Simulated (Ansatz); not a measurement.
AlCl₂F⁺. Total charge 1; doublet. Geometry r2SCAN-D4/def2-TZVP, that of the neutral singlet; atoms count from 1.

```xyz
4

Al   -0.078    0.022    0.048
Cl    0.747    1.433   -1.216
Cl    0.757   -1.855    0.277
F    -1.426    0.400    0.891
```

(1) Estimate the Mulliken populations from the PBE0/def2-TZVP orbitals of Ansatz.

(2) Where does the spin sit?

(3) And the Mayer bond orders between bonded heavy atoms (over 0.3)?

Answers

(1) 
```tsv
atom	charge (e)	spin (α − β)
Al1	0.78	-0.05
Cl2	0.21	0.51
Cl3	0.21	0.51
F4	-0.21	0.04
```
Mulliken values and Mayer orders depend strongly on the basis.

(2) Summed by element: Al -0.05, Cl 1.02, F 0.04, of 1 unpaired in all. Largest on single atoms: Cl2 0.51, Cl3 0.51, Al1 -0.05.

(3) Al1–Cl2 1.14 (2.07 Å); Al1–Cl3 1.14 (2.07 Å); Al1–F4 1.25 (1.63 Å). Values over 0.3 also appear between atoms too far apart for a bond (Cl2–Cl3 0.39 at 3.61 Å); they arise where an orbital or an unpaired electron spreads over both atoms.
